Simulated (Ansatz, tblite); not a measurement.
Removing and adding an electron: the cluster In4P2Cl6 (the lowest singlet isomer of a short search). Charge 0, multiplicity 1. Geometry: r2SCAN-D4/def2-SVP. Ansatz, gas phase; energy differences of separate SCF runs; the oxidised species was run as a doublet alone; the reduced species was run as a doublet alone.

| atom | x (Å) | y (Å) | z (Å) |
| --- | --- | --- | --- |
| In1 | -1.042 | 0.188 | -1.847 |
| In2 | -0.559 | -1.947 | 0.861 |
| In3 | -1.120 | 1.164 | 1.495 |
| In4 | 2.068 | 0.290 | 0.403 |
| P5 | -2.515 | -0.459 | 0.028 |
| P6 | 0.778 | -0.351 | 2.409 |
| Cl7 | 4.194 | 0.831 | -0.376 |
| Cl8 | -0.512 | -4.295 | 0.911 |
| Cl9 | -1.862 | 3.185 | 2.434 |
| Cl10 | -0.990 | 0.664 | -4.125 |
| Cl11 | 0.466 | 2.105 | -0.741 |
| Cl12 | 1.094 | -1.375 | -1.452 |

In the def2 sets In takes a core potential; there is no spin–orbit coupling. The xTB rows come from tblite. The structure comes from a short search, and lower isomers may exist.

```
           level  −HOMO (eV)  vertical IE (eV)  −LUMO (eV)  vertical EA (eV)  HOMO–LUMO gap (eV)  IE − EA (eV)
        GFN1-xTB       10.63             12.55        8.44              6.64                2.20          5.91
        GFN2-xTB       10.89             12.73        8.77              7.16                2.12          5.57
 PBE-D4/def2-SVP        6.36              8.44        3.91              2.08                2.45          6.36
PBE0-D4/def2-SVP        7.35              8.71        3.23              1.96                4.12          6.75
```

   Raw xTB energy differences between charge states are shifted by several eV; the methods need an empirical correction for them. Sets without diffuse functions give affinities that are too small.
